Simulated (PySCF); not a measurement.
Computed IR spectrum (relative IR intensity) of a molecule CH9FN2Si2. Geometry optimised at PBE-D3(BJ)/def2-SVP. The values are those of a single conformer. Method: PBE-D3(BJ)/def2-SVP (PySCF). Frequencies are harmonic and unscaled.

Lines under 2 % of the strongest are left out, and lines within 2 cm⁻¹ are merged.

```tsv
ν (cm⁻¹)	relative intensity
256	2.8
334	2.4
350	6.1
442	36
475	28
693	29
723	23
781	18
806	31
852	97
880	41
896	30
913	90
926	67
967	18
1060	7.6
1142	48
1155	100
1353	25
1397	3.0
2146	59
2152	49
2195	80
2917	40
2981	16
3047	5.9
3486	12
3521	9.7
```

Question: Pick the molecule that these values belong to.
(A) C[Si@@](N)(F)N[SiH3]
(B) CN[Si@@H](F)N[SiH3]
(C) CN[SiH2]N[SiH2]F
(D) N[C@H]([SiH3])[Si@H](N)F

Answer: B, CN[Si@@H](F)N[SiH3]
